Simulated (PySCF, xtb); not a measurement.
C2H6FISi, SMILES C[Si](C)(F)I.

xtb with GFN2-xTB at its own geometry gives an orbital gap of 5.92 eV and a dipole moment of 5.55 D.

Coordinates come from a B3LYP-D3(BJ)/def2-SVP optimisation. The def2 effective core potentials stand for the cores of I; spin–orbit coupling is left out.

What does PBE/def2-TZVP (PySCF) give? (The exact figures need the calculation; the answer reports its results.)

gap 5.52 eV (levels -6.43 and -0.91 eV), dipole 2.48 D.
